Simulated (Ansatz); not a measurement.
The cluster Sn₅Cl₄⁺, relaxed as a doublet with UKS PBE-D4/def2-SVP in Ansatz, starting from the GFN2-xTB geometry. Force threshold 0.03 eV/Å.

In the def2 sets Sn takes a core potential; there is no spin–orbit coupling. Another isomer (doublet) lies 0.16 eV lower at PBE0-D4/def2-SVP; other spin states weren't run for this one.

Start:

```xyz
9

Sn    1.4504   -1.5570   -0.2206
Sn   -2.9958    0.9651   -0.3207
Sn    0.2032    0.1740    1.9822
Sn    3.8212    0.0975   -0.0203
Sn    0.0426   -1.8722   -2.6541
Cl   -2.4751   -0.6172    1.4734
Cl    2.6211    1.4117    1.6532
Cl   -0.6776    1.8901    0.2593
Cl   -1.9900   -0.4919   -2.1524
```

| step | energy (eV) | largest force component (eV/Å) | SCF passes |
| --- | --- | --- | --- |
| 1 | -79214.9759 | 1.009 | 26 |
| 2 | -79215.2362 | 0.485 | 29 |
| 3 | -79215.3022 | 0.122 | 25 |
| 4 | -79215.3119 | 0.060 | 23 |
| 5 | -79215.3132 | 0.073 | 25 |
| 6 | -79215.3184 | 0.021 | 25 |
| 7 | -79215.3197 | 0.023 | 25 |
| 8 | -79215.3213 | 0.020 | 23 |
| 9 | -79215.3234 | 0.053 | 25 |
| 10 | -79215.3250 | 0.050 | 24 |
| 11 | -79215.3271 | 0.046 | 25 |
| 12 | -79215.3289 | 0.046 | 25 |
| 13 | -79215.3312 | 0.115 | 30 |
| 14 | -79215.3325 | 0.210 | 29 |
| 15 | -79215.3379 | 0.273 | 30 |
| 16 | -79215.3685 | 0.232 | 32 |
| 17 | -79215.4130 | 0.190 | 29 |
| 18 | -79215.4696 | 0.230 | 29 |
| 19 | -79215.5421 | 0.223 | 28 |
| 20 | -79215.6197 | 0.129 | 28 |
| 21 (rejected) | -79215.6110 | 0.166 | 29 |
| 22 | -79215.6352 | 0.056 | 23 |
| 23 | -79215.6358 | 0.034 | 24 |
| 24 | -79215.6367 | 0.025 | 23 |

Force components are those of the run's own axes.

End:

Cartesian coordinates in Å:
```
Sn 1.583 -0.808 -1.047
Sn -2.939 0.996 -0.399
Sn 0.608 -0.089 1.778
Sn 3.933 0.025 0.345
Sn -0.891 -2.330 -1.328
Cl -2.353 -1.250 0.818
Cl 2.631 1.647 1.922
Cl -0.704 1.935 0.418
Cl -1.871 -0.125 -2.507
```

Bonds formed: Sn5–Cl6 (atoms count from 1).

The force fell under the threshold at step 6, but the optimiser went on and released 0.318 eV more. No frequencies were taken in this run, so the end may be a saddle point.

It took 5.7 min on 6 threads of Intel Xeon on a shared host.
